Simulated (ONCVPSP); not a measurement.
**What one change does to a pseudopotential (Zn, ONCV)**

- Element: zinc
- Generator: ONCVPSP 4.0.1
- Type: optimised norm-conserving Vanderbilt (ONCV)
- Functional: PBE
- Relativity: scalar-relativistic
- Frozen core: [Ne]
- Valence charge: 20
- Reference configuration: 3s2 3p6 3d10 4s0.5 (charge +1.5)
- Partial waves: 3s+4s: rc 1.00 bohr, ncon 4, nbas 8, qcut 11.2 1/bohr, 2 projectors; 3p: rc 1.10 bohr, ncon 4, nbas 9, qcut 15.1 1/bohr, 2 projectors, debl 0.5 Ha; 3d: rc 1.50 bohr, ncon 4, nbas 9, qcut 8.4 1/bohr, 2 projectors, debl 1.4 Ha
- Local potential: polynomial inside 0.75 bohr (lpopt 5, dvloc0 4 Ha)
- Core correction: none

In the p channel the program set the typed energies aside and used -3.621, 0.250 Ha.

Change: s: rc 0.68; local potential polynomial inside 0.68 bohr (lpopt 5, dvloc0 4 Ha).

Cutoffs: the cutoffs (Ha) at which the residual kinetic energy of the hardest occupied pseudo-wave falls to 1 and 0.1 mHa per electron; they do not see the model core or the augmentation charge, which bear on the density cutoff. Errors are all-electron minus pseudo energies relative to the spin-unpolarised reference configuration.

Task: How do hardness, ghosts and transferability respond?

Result: The potential gets harder (54 Ha and 133 Ha → 273 Ha and 376 Ha); the errors of the 4 common tests hardly move; neither file shows a bound ghost. A smaller radius makes the pseudo-wave follow the all-electron one further in, where it bends more sharply, so more plane waves are needed.

```tsv
quantity	base	changed
cutoff, loose	54 Ha	273 Ha
cutoff, tight	133 Ha	376 Ha
loose cutoff by channel	s 50 Ha, p 54 Ha, d 42 Ha	s 273 Ha, p 54 Ha, d 42 Ha
bound ghosts	none	none
GHOST(+) flags under 300 eV	none	none
error for 3s2 3p6 3d10 4s2, meV [ΔE -17.98 eV]	+9.0	+9.5
error for 3s2 3p6 3d10 4s1, meV [ΔE -8.09 eV]	+1.6	+1.7
error for 3s2 3p6 3d10 4s0, meV [ΔE 10.35 eV]	-0.1	+0.1
error for 3s2 3p6 3d10 4s0 4p1, meV [ΔE -1.77 eV]	0.0	+0.2
p: phases at 1.12 bohr within 0.05 rad from the reference energy up to (Ha; the scan ends near 5)	to the end of the scan	to the end of the scan
d: phases at 1.52 bohr within 0.05 rad from the reference energy up to (Ha; the scan ends near 5)	to the end of the scan	to the end of the scan
```
